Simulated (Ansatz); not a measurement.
`C[CH2][Ga]([Cl])[Cl]` + `O[SiH](F)I` → `[Cl][Ga]([Cl])[I]` + `CC[SiH](O)F`  (redistribution)

Gas-phase electronic energies from Ansatz, PBE0-D4/def2-TZVP geometries. CCSD(T)/CBS is the MP2 limit (def2-TZVPP, def2-QZVPP) plus CCSD(T) − MP2 in def2-TZVPP, frozen cores. Functionals use def2-TZVPP. Elements past krypton have def2 core potentials. For Ga, I outer-core shells are correlated without core-valence functions, which leaves a few kJ/mol of doubt a bond. Scalar relativity is left out up to krypton. Each species was taken in one conformer, which may not be the lowest.

`C[CH2][Ga]([Cl])[Cl]`:

Cartesian coordinates in Å:
```
C 1.129 -0.722 0.291
C -0.377 -0.595 0.112
Ga -0.984 1.194 -0.395
Cl 0.367 2.832 -0.673
Cl -3.039 1.695 -0.721
H 1.669 -0.477 -0.626
H 1.403 -1.742 0.573
H 1.503 -0.053 1.069
H -0.917 -0.854 1.028
H -0.753 -1.276 -0.658
```

`O[SiH](F)I`:

```xyz
6

O    -1.169    0.065    0.660
Si    0.251   -0.312   -0.023
F     0.039   -0.991   -1.443
I     1.599    1.673   -0.402
H    -1.655    0.831    0.350
H     0.935   -1.266    0.858
```

`[Cl][Ga]([Cl])[I]`:

Cartesian coordinates in Å:
```
Cl 0.313 1.366 1.637
Ga -0.013 -0.016 0.064
Cl -0.774 -1.931 0.561
I 0.475 0.582 -2.261
```

`CC[SiH](O)F`:

```xyz
12

C     0.766   -0.599    1.221
C     0.768    0.333    0.011
Si   -0.925    0.645   -0.686
O    -1.671   -0.718   -1.198
F    -0.758    1.663   -1.911
H     1.775   -0.747    1.615
H     0.362   -1.582    0.968
H     0.154   -0.199    2.034
H     1.404   -0.069   -0.787
H     1.205    1.304    0.273
H    -1.858    1.253    0.287
H    -1.222   -1.283   -1.828
```

CCSD(T)/CBS gives -0.35 eV.

Question: Another level gave -0.40 eV. Which?
A. HF/def2-TZVPP
B. LDA (SPW92)/def2-TZVPP
C. MP2/def2-TZVPP
D. CCSD/def2-TZVPP

Answer: C. MP2/def2-TZVPP -0.40, LDA (SPW92) -0.31, CCSD/def2-TZVPP -0.45, HF/def2-TZVPP -0.57 eV.

Largest T1 diagnostic among the species: 0.011.

From r2SCAN to r2SCAN0 (25 % exact exchange), in def2-TZVPP and without D4, ΔE moves by −0.04 eV. At CCSD(T), def2-SVP lies −0.24 eV from the extrapolated value and def2-TZVPP −0.09 eV. Leaving LDA and LC-ωPBE aside and taking each functional with its dispersion term where it has one, the values, not all of them listed here, spread over 0.14 eV, from BHLYP-D4 to PBE-D4.
